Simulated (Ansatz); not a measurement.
A nudged elastic band was laid between two geometries of ClH + GeH4O (8 atoms, charge 0, multiplicity 1).

The calculation used Ansatz 0.2.0, RKS PBE0/def2-SVP.

```
movable images  : 5
climbing image  : yes
spring          : 5.0 eV/Å²
optimiser       : quadratic models (default)
start path      : through a guess of the saddle point
force threshold : 0.03 eV/Å
iteration limit : 60
end points      : relaxed
```

First end point:

```xyz
8
Properties=species:S:1:pos:R:3
Ge -0.182 0.192 -0.096
O 0.026 -0.101 1.676
H -0.805 -0.142 2.164
H 1.251 0.310 -0.613
H -0.971 1.503 -0.262
H -0.944 -0.988 -0.721
Cl 1.715 -2.604 1.724
H 1.011 -1.500 1.885
```

Last end point:

```xyz
8
Properties=species:S:1:pos:R:3
Ge 0.411 -0.152 -0.429
O -0.627 -0.292 2.518
H -1.187 -1.076 2.504
H 1.024 -0.122 -1.839
H 0.411 1.234 0.212
H -0.961 -0.832 -0.453
Cl 1.764 -1.426 0.725
H 0.265 -0.665 2.519
```

(1) What changes between the two ends?

(2) What energy profile does the band end with?

(3) What is the geometry of the highest image?

(4) What are the harmonic wavenumbers there?

The band took 22 iterations and roughly 6 core-minutes.

Results:

(1) Bonds broken: Ge1–O2, Cl7–H8. Bonds formed: Ge1–Cl7, O2–H8. ClH + GeH4O becomes ClGeH3 + H2O.

(2) The forces met the threshold. The highest image is number 2 of 0 to 6, 12.9 kcal/mol above the first end and 22.3 kcal/mol above the last; the last end lies 9.4 kcal/mol below the first. A vibrational analysis at the climbing image gives one clearly imaginary mode, 168i cm⁻¹: a first-order saddle point. The orbitals stay closed-shell, which can raise the energy where a bond breaks towards radicals; this wasn't checked here.

| image | path coordinate (Å) | energy (kcal/mol) | Ge1–O2 (Å) | Cl7–H8 (Å) | Ge1–Cl7 (Å) |
| --- | --- | --- | --- | --- | --- |
| 0 | 0.00 | 0.0 | 1.81 | 1.32 | 3.84 |
| 1 | 0.78 | 3.0 | 1.84 | 1.36 | 3.17 |
| 2 | 1.56 | 12.9 | 2.02 | 1.82 | 2.63 |
| 3 | 2.68 | 1.4 | 2.82 | 2.12 | 2.24 |
| 4 | 3.80 | -7.3 | 3.55 | 2.45 | 2.19 |
| 5 | 4.92 | -8.1 | 3.40 | 2.45 | 2.19 |
| 6 | 6.04 | -9.4 | 3.13 | 2.46 | 2.19 |

(3) 
```xyz
8
Properties=species:S:1:pos:R:3:forces:R:3
Ge 0.074 -0.157 -0.081 0.00 0.00 0.00
O 0.087 -0.070 1.932 0.00 0.01 -0.01
H -0.780 -0.057 2.364 0.00 0.00 0.00
H 1.417 0.276 -0.658 0.00 0.00 0.00
H -0.838 1.110 -0.037 0.00 0.00 0.00
H -0.769 -1.241 -0.757 0.00 0.00 0.00
Cl 1.347 -2.210 0.951 0.00 0.00 0.00
H 0.564 -0.982 2.045 0.00 0.00 0.00
```

(4) 168i, 191, 340, 360, 402, 554, 624, 722, 796, 906, 941, 1030, 1423, 2064, 2188, 2233, 2645, 3842 cm⁻¹.

Run time: 3.2 min on 2 threads of Arm Neoverse V2 (shared host), peak memory 0.18 GiB.
